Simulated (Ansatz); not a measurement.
`C[NH][AlH][OH]`. Charge 0, multiplicity 1. The geometry is a stationary point of PBE0-D4/def2-TZVP. It is one conformer, not always the lowest.

```xyz
10

C    -0.513    1.286    0.333
N     0.349    0.190    0.714
Al    0.677   -1.335   -0.120
O    -0.053   -1.720   -1.601
H     0.035    2.228    0.208
H    -0.994    1.070   -0.625
H    -1.315    1.463    1.060
H     0.812    0.363    1.594
H     1.673   -2.375    0.515
H    -0.671   -1.171   -2.077
```

Question: What is the dipole moment at B3LYP/def2-TZVPP? (Best estimate.)

Answer: Computed: 2.23 D, with components (-0.82, 2.01, 0.51) D in this frame, pointing from negative to positive charge.

Question: And with PBE, r2SCAN, ωB97M-V? (Estimate.)

Answer: The calculation gave: PBE 2.22 D, r2SCAN 2.25 D, ωB97M-V 2.21 D.

Question: Give the Mulliken charges with B3LYP, r2SCAN, ωB97M-V in def2-TZVPP. (Estimate.)

Answer: Computed: 
```tsv
atom	B3LYP	r2SCAN	ωB97M-V
C1	-0.16	-0.01	-0.21
N2	-0.34	-0.38	-0.32
Al3	0.53	0.57	0.51
O4	-0.43	-0.45	-0.41
H5	0.09	0.05	0.11
H6	0.06	0.02	0.08
H7	0.09	0.05	0.11
H8	0.11	0.13	0.09
H9	-0.14	-0.15	-0.11
H10	0.16	0.18	0.15
```

B3LYP here is the variant with VWN-RPA as its local correlation; programs differ in this.
